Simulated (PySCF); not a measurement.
phosphoric acid anion (H₃O₄P), SMILES O=P(O)(O)O (connectivity only; charge and spin as stated), charge -1, multiplicity 2.

Coordinates come from a PBE-D3(BJ)/def2-SVPD optimisation. The multiplicity is an assumed one; other spin states were not compared. Other conformers were not sampled.

All values below come from PBE-D3(BJ)/def2-SVPD in PySCF.

Frequencies are harmonic and unscaled.

```tsv
mode	ν (cm⁻¹)	IR (km/mol)	moving atoms (share of kinetic energy)
1	172	0.7	O 90 %
2	199	40.8	H 51 %, O 39 %, P 10 %
3	266	4.0	O 57 %, H 36 %
4	322	50.2	H 62 %, O 30 %
5	343	22.0	O 52 %, H 38 %, P 10 %
6	388	28.4	O 67 %, H 24 %, P 9 %
7	399	12.8	O 86 %, H 10 %
8	432	79.8	O 62 %, P 28 %, H 10 %
9	531	364.0	O 54 %, P 40 %
10	558	86.7	H 84 %, O 15 %
11	711	138.2	O 61 %, P 37 %
12	855	28.4	H 82 %, O 16 %
13	919	45.1	H 78 %, O 19 %
14	1062	182.5	O 50 %, P 36 %, H 14 %
15	1066	160.1	H 84 %, O 11 %
16	3642	25.0	H 94 %
17	3673	16.6	H 94 %
18	3677	9.0	H 94 %
```
